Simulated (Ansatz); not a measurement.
A structure relaxed at PBE-D4/def2-SVP in Ansatz, charge 0, singlet:

```xyz
15

Pb    1.175   -2.854    0.792
Pb    2.057    1.785   -0.003
Pb   -1.607    0.112   -0.518
Pb   -1.175    4.313    0.284
Pb    0.911   -0.212    3.551
Se    0.767    0.392   -2.212
Se   -2.235    2.675   -1.830
Se    2.762   -0.608    1.447
Se    0.490   -3.109    3.754
Se   -2.390   -1.403   -2.841
Se    1.397   -1.899   -2.281
Se   -1.071   -1.900    2.337
Se   -0.003    3.526   -2.157
Se   -0.169    2.134    1.662
Se   -0.909   -2.952   -1.983
```

Problem. Give its formula.

Solution. the cluster Pb5Se10 (the lowest singlet isomer of a short search).

Problem. Summarise the bond lengths by kind (pairs closer than 1.2 times the sum of covalent radii, bridged metal pairs left out).

Solution. 15 × Pb–Se 2.77 to 3.05 Å; 5 × Se–Se 2.31 to 2.55 Å.

In the def2 sets Pb takes a core potential; there is no spin–orbit coupling. Single mean-field runs in def2-SVP are fitted with def2-universal-jkfit. The structure comes from a short search, and lower isomers may exist.
